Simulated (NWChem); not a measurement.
System: C3H5FSi; SMILES C#C[SiH2]CF

Here is an NWChem input.

```
start job
memory heap 200 mb stack 900 mb global 1100 mb
geometry units angstroms noautosym nocenter noautoz
  C      0.926534    -2.490500    -0.045865
  C      0.187217    -1.526641     0.025127
  Si    -0.911241    -0.062741     0.123371
  C     -0.011983     1.480466    -0.524107
  F      1.059557     1.787691     0.285146
  H      1.580015    -3.343155    -0.106238
  H     -1.318966     0.151578     1.540680
  H     -2.119924    -0.289660    -0.725438
  H      0.345368     1.316535    -1.556548
  H     -0.707212     2.339759    -0.550256
end
basis spherical
  * library def2-svp
end
dft
  xc pbe0
  iterations 150
end
cosmo
  do_cosmo_smd true
  solvent water
end
task dft energy
```

NWChem printed, in part:

```
             Northwest Computational Chemistry Package (NWChem) 7.3.0
             --------------------------------------------------------

                             Geometry "geometry" -> ""
                             -------------------------

 Output coordinates in angstroms (scale by  1.889725989 to convert to a.u.)

  No.       Tag          Charge          X              Y              Z
 ---- ---------------- ---------- -------------- -------------- --------------
    1 C                    6.0000     0.92653400    -2.49050000    -0.04586500
    2 C                    6.0000     0.18721700    -1.52664100     0.02512700
    3 Si                  14.0000    -0.91124100    -0.06274100     0.12337100
    4 C                    6.0000    -0.01198300     1.48046600    -0.52410700
    5 F                    9.0000     1.05955700     1.78769100     0.28514600
    6 H                    1.0000     1.58001500    -3.34315500    -0.10623800
    7 H                    1.0000    -1.31896600     0.15157800     1.54068000
    8 H                    1.0000    -2.11992400    -0.28966000    -0.72543800
    9 H                    1.0000     0.34536800     1.31653500    -1.55654800
   10 H                    1.0000    -0.70721200     2.33975900    -0.55025600

 Effective nuclear repulsion energy (a.u.)     196.7802735541

                                 NWChem DFT Module
                                 -----------------

 Summary of "ao basis" -> "ao basis" (spherical)
 ------------------------------------------------------------------------------
       Tag                 Description            Shells   Functions and Types
 ---------------- ------------------------------  ------  ---------------------
 C                          def2-svp                 6       14   3s2p1d
 Si                         def2-svp                 8       18   4s3p1d
 F                          def2-svp                 6       14   3s2p1d
 H                          def2-svp                 3        5   2s1p

 in cosmo_initialize ...
 calling solv_data for solv:h2o

 solvent parameters
 solvname_short: h2o
 solvname_long:  water
 dielec:       78.4000
 dielecinf:     1.7769
 aqueous SMD model solvent descriptors
 dielec:       78.4000
 sola:          0.8200

[...]

                                COSMO-SMD solvation results
                                ---------------------------

             internal energy in gas <Psi(g)|H|Psi(g)> =      -505.960834717079
         internal energy in solvent <Psi(s)|H|Psi(s)> =      -505.959326250111
                               delta internal energy  =         0.001508466968 (    0.95 kcal/mol)
   total free energy in solvent <Psi(s)|H+V/2|Psi(s)> =      -505.969751926311
 polarization energy contribution <Psi(s)|V/2|Psi(s)> =        -0.010425676199 (   -6.54 kcal/mol)
    total free energy in solvent including G(SMD-CDS) =      -505.960086877584
                       G(SMD-CDS) energy contribution =         0.009665048727 (    6.06 kcal/mol)
     1 M fixed-concentration free energy of solvation =         0.000747839496 (    0.47 kcal/mol)

                       DFT Final Molecular Orbital Analysis
                       ------------------------------------

 Vector   21  Occ=2.000000D+00  E=-3.344166D-01
              MO Center=  2.8D-01, -3.4D-01, -7.0D-02, r^2= 4.3D+00
   Bfn.  Coefficient  Atom+Function         Bfn.  Coefficient  Atom+Function
  ----- ------------  ---------------      ----- ------------  ---------------
    18      0.240091   2 C  px               65     -0.223916   5 F  py
    66      0.191868   5 F  pz                4      0.183156   1 C  px
     5      0.168308   1 C  py               68      0.167308   5 F  py
    51     -0.160478   4 C  py               52      0.155071   4 C  pz
    37      0.154099   3 Si py               19      0.146224   2 C  py

 Vector   22  Occ=2.000000D+00  E=-3.094364D-01
              MO Center=  2.3D-01, -1.7D+00,  4.5D-02, r^2= 2.7D+00
   Bfn.  Coefficient  Atom+Function         Bfn.  Coefficient  Atom+Function
  ----- ------------  ---------------      ----- ------------  ---------------
     6      0.366468   1 C  pz               20      0.350011   2 C  pz
    23      0.220985   2 C  pz                9      0.218586   1 C  pz
    80     -0.147246   7 H  s                85      0.147719   8 H  s
     4      0.136240   1 C  px               18      0.130235   2 C  px
    81     -0.108842   7 H  s                86      0.108242   8 H  s

 Vector   23  Occ=2.000000D+00  E=-3.005812D-01
              MO Center=  2.0D-01, -4.5D-01, -9.6D-02, r^2= 4.6D+00
   Bfn.  Coefficient  Atom+Function         Bfn.  Coefficient  Atom+Function
  ----- ------------  ---------------      ----- ------------  ---------------
    51      0.244504   4 C  py                4      0.231221   1 C  px
    65      0.202772   5 F  py               18      0.190460   2 C  px
    19      0.178240   2 C  py                5      0.175826   1 C  py
    68     -0.158712   5 F  py               49     -0.150821   4 C  s
     7      0.138796   1 C  px               52     -0.134900   4 C  pz

 Vector   24  Occ=0.000000D+00  E=-6.947655D-03
              MO Center=  5.8D-02, -1.3D+00,  1.6D-02, r^2= 4.1D+00
   Bfn.  Coefficient  Atom+Function         Bfn.  Coefficient  Atom+Function
  ----- ------------  ---------------      ----- ------------  ---------------
    49      0.601216   4 C  s                40     -0.463505   3 Si py
    39     -0.441685   3 Si px                7      0.414744   1 C  px
    86     -0.392804   8 H  s                 8      0.315250   1 C  py
    21     -0.297776   2 C  px                4      0.293546   1 C  px
    22     -0.263719   2 C  py                5      0.230394   1 C  py

[...]
```

Level: PBE0/def2-SVP, SMD on the gas-phase geometry. Coordinates come from a PBE0/def2-SVP optimisation. Solvent: water.
